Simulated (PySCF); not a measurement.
Vibration and rotation of AlSb⁺

UHF-CCSD(T) constants of AlSb⁺, ⁴Σ⁻ (quartet), unpaired electrons σ ↑, π ↑↑ (basis Al def2-TZVPPD, Sb def2-TZVPPD with ECP28; scalar-relativistic core potentials; PySCF 2.14; masses 26.9815 and 120.9038 u):

| Item | Value |
| --- | --- |
| ωe | 157.1 cm⁻¹ |
| ωexe | 1.33 cm⁻¹ |
| Be | 0.092169 cm⁻¹ |
| αe | 0.00103 cm⁻¹ |
| D (centrifugal) | 1.27e-07 cm⁻¹ |
| De to Al⁺ + Sb | 0.67 eV |

Problem. Give the vibrational terms G(v) and spacings up to v = 6.

Solution. G(v) = ωe(v+½) − ωexe(v+½)².

| v | G(v) (cm⁻¹) | G(v) − G(v−1) | Bv (cm⁻¹) |
| --- | --- | --- | --- |
| 0 | 78.2 |  | 0.09165 |
| 1 | 232.7 | 154.4 | 0.09062 |
| 2 | 384.4 | 151.8 | 0.08959 |
| 3 | 533.6 | 149.1 | 0.08856 |
| 4 | 680.0 | 146.5 | 0.08753 |
| 5 | 823.8 | 143.8 | 0.08650 |
| 6 | 965.0 | 141.1 | 0.08547 |

Problem. How well does the Morse estimate ωe²/(4ωexe) reproduce De, and what is D0?

Solution. It gives 0.58 eV, 86 % of the computed De. D0 = De − G(0) = 0.67 − 0.01 = 0.66 eV.

Correlated steps freeze 9 core orbitals. Spin–orbit coupling is left out, which matters for elements this heavy, above all for dissociation energies. For an ion De counts to the pair picked by the measured ionisation energies or electron affinities, which need not be the lowest pair at this level. The state is the lowest determinant that a PBE0 search found; another state may lie lower at other levels.
